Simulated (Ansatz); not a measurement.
Ansatz (a quantum-chemistry and plane-wave program) input:

Ansatz 0.2 input:
```yaml
crystal:
  periodic: [false, false, false]
  atoms:
    - {symbol: Y, position_ang: [0.81365442, -0.01054035, -0.00182039]}
    - {symbol: I, position_ang: [-0.27710271, 2.00525149, -1.63780038]}
    - {symbol: I, position_ang: [-0.32162412, -1.99749539, 1.63913991]}
basis:
  gaussian:
    orbitals: def2-TZVPD
hamiltonian:
  xc: {name: r2SCAN0}
magnetization: {spin_polarized: true, initial_magnetization: 1}
output: {forces: true}
```

Predict the final energy.

-634.04017 Eh (r2SCAN0/def2-TZVPD). The basis has 158 functions.

The spin state was set by rule; other spins were not relaxed.
